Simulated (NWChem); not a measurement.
The numbers come from NWChem runs, not from measurements. System: diphosphane (H4P2), charge 0, spin multiplicity 1, at a geometry optimised with B3LYP/def2-SVP. Level: PBE/def2-SVP.

Part of the output:

```
             Northwest Computational Chemistry Package (NWChem) 7.3.0
             --------------------------------------------------------

                                NWChem Input Module
                                -------------------

 Scaling coordinates for geometry "geometry" by  1.889725989
 (inverse scale =  0.529177249)

                             Geometry "geometry" -> ""
                             -------------------------

 Output coordinates in angstroms (scale by  1.889725989 to convert to a.u.)

  No.       Tag          Charge          X              Y              Z
 ---- ---------------- ---------- -------------- -------------- --------------
    1 P                   15.0000     1.00855700     0.52169300     0.00000000
    2 P                   15.0000    -1.00855700    -0.52169300     0.00000000
    3 H                    1.0000     1.54085000    -0.31632700     1.03127200
    4 H                    1.0000     1.54085000    -0.31632700    -1.03127200
    5 H                    1.0000    -1.54085000     0.31632700     1.03127200
    6 H                    1.0000    -1.54085000     0.31632700    -1.03127200

 Effective nuclear repulsion energy (a.u.)      87.2530053904

            Nuclear Dipole moment (a.u.)
            ----------------------------
        X                 Y               Z
 ---------------- ---------------- ----------------
     0.0000000000     0.0000000000     0.0000000000


 Summary of "ao basis" -> "" (spherical)
 ------------------------------------------------------------------------------
       Tag                 Description            Shells   Functions and Types
 ---------------- ------------------------------  ------  ---------------------
 *                          def2-svp                  on all atoms

  pbe96 is a nonlocal functional; adding pw91lda local functional.

                                 NWChem DFT Module
                                 -----------------

 Summary of "ao basis" -> "ao basis" (spherical)
 ------------------------------------------------------------------------------
       Tag                 Description            Shells   Functions and Types
 ---------------- ------------------------------  ------  ---------------------
 P                          def2-svp                 8       18   4s3p1d
 H                          def2-svp                 3        5   2s1p

 Summary of "ao basis" -> "ao basis" (spherical)
[...]
    47      0.153724  5 H  s                 52      0.153724  6 H  s

 Vector   16  Occ=2.000000D+00  E=-2.874433D-01
              MO Center= -1.5D-09,  2.9D-09,  2.0D-09, r^2= 3.1D+00
   Bfn.  Coefficient  Atom+Function         Bfn.  Coefficient  Atom+Function
  ----- ------------  ---------------      ----- ------------  ---------------
    12      0.272535  1 P  py                30      0.272535  2 P  py
     3      0.267806  1 P  s                 21     -0.267806  2 P  s
     4      0.247779  1 P  s                 22     -0.247779  2 P  s
     9      0.228836  1 P  py                27      0.228836  2 P  py
     2      0.175120  1 P  s                 20     -0.175120  2 P  s

 Vector   17  Occ=2.000000D+00  E=-2.124902D-01
              MO Center= -1.4D-08, -1.1D-08,  5.8D-10, r^2= 3.8D+00
   Bfn.  Coefficient  Atom+Function         Bfn.  Coefficient  Atom+Function
  ----- ------------  ---------------      ----- ------------  ---------------
    12      0.339825  1 P  py                30     -0.339825  2 P  py
     4      0.275535  1 P  s                  9      0.274261  1 P  py
    22      0.275535  2 P  s                 27     -0.274261  2 P  py
     3      0.211533  1 P  s                 21      0.211533  2 P  s
     6     -0.154361  1 P  py                24      0.154361  2 P  py

 Vector   18  Occ=0.000000D+00  E=-3.248570D-02
              MO Center= -1.2D-09, -8.7D-10, -1.0D-09, r^2= 3.9D+00
   Bfn.  Coefficient  Atom+Function         Bfn.  Coefficient  Atom+Function
  ----- ------------  ---------------      ----- ------------  ---------------
    11      0.805213  1 P  px                29      0.805213  2 P  px
     4     -0.343515  1 P  s                 22      0.343515  2 P  s
    12      0.304819  1 P  py                30      0.304819  2 P  py
     8      0.293998  1 P  px                26      0.293998  2 P  px
     3     -0.198231  1 P  s                 21      0.198231  2 P  s

 Vector   19  Occ=0.000000D+00  E= 5.975208D-04
              MO Center=  2.9D-07,  6.1D-08, -4.6D-08, r^2= 4.5D+00
   Bfn.  Coefficient  Atom+Function         Bfn.  Coefficient  Atom+Function
  ----- ------------  ---------------      ----- ------------  ---------------
    13      0.818775  1 P  pz                31     -0.818775  2 P  pz
    38     -0.591771  3 H  s                 43      0.591772  4 H  s
    48      0.591771  5 H  s                 53     -0.591771  6 H  s
    10      0.209863  1 P  pz                28     -0.209863  2 P  pz
    37     -0.143947  3 H  s                 42      0.143947  4 H  s

 Vector   20  Occ=0.000000D+00  E= 5.701508D-03
              MO Center= -2.9D-07, -6.5D-08,  3.5D-08, r^2= 4.3D+00
   Bfn.  Coefficient  Atom+Function         Bfn.  Coefficient  Atom+Function
  ----- ------------  ---------------      ----- ------------  ---------------
    13      0.708733  1 P  pz                31      0.708733  2 P  pz
    38     -0.584884  3 H  s                 43      0.584884  4 H  s
    48     -0.584884  5 H  s                 53      0.584884  6 H  s
    37     -0.224123  3 H  s                 42      0.224123  4 H  s
    47     -0.224123  5 H  s                 52      0.224123  6 H  s

 center of mass
 --------------
 x =   0.00000000 y =   0.00000000 z =   0.00000000

 moments of inertia (a.u.)
 ------------------
          76.958643694678        -109.378926250804           0.000000000000
        -109.378926250804         274.510533792873           0.000000000000
           0.000000000000           0.000000000000         320.848186718289

     Multipole analysis of the density
     ---------------------------------

     L   x y z        total         alpha         beta         nuclear
     -   - - -        -----         -----         ----         -------
     0   0 0 0     -0.000000    -17.000000    -17.000000     34.000000

     1   1 0 0     -0.000000     -0.000000     -0.000000      0.000000
     1   0 1 0     -0.000000     -0.000000     -0.000000      0.000000
     1   0 0 1      0.000000      0.000000      0.000000      0.000000

     2   2 0 0    -20.890703    -81.888942    -81.888942    142.887181
     2   1 1 0     -1.695964    -25.550934    -25.550934     49.405903
     2   1 0 1      0.000000      0.000000      0.000000      0.000000
     2   0 2 0    -24.086523    -27.336628    -27.336628     30.586732
     2   0 1 1     -0.000000     -0.000000     -0.000000      0.000000
     2   0 0 2    -20.364138    -17.777879    -17.777879     15.191621

 Task  times  cpu:        2.5s     wall:        2.5s

 Total times  cpu:        2.6s     wall:        2.6s
```

Task: Write an NWChem input that would produce this output.

Result: This is not unique; one that fits is 
```
start mol
memory heap 200 mb stack 900 mb global 1100 mb
geometry units angstroms nocenter noautoz noautosym
  P      1.008557     0.521693     0.000000
  P     -1.008557    -0.521693     0.000000
  H      1.540850    -0.316327     1.031272
  H      1.540850    -0.316327    -1.031272
  H     -1.540850     0.316327     1.031272
  H     -1.540850     0.316327    -1.031272
end
basis spherical
  * library def2-svp
end
dft
  xc xpbe96 cpbe96
  semidirect memsize 60000000 filesize 0
  iterations 100
end
task dft energy
```
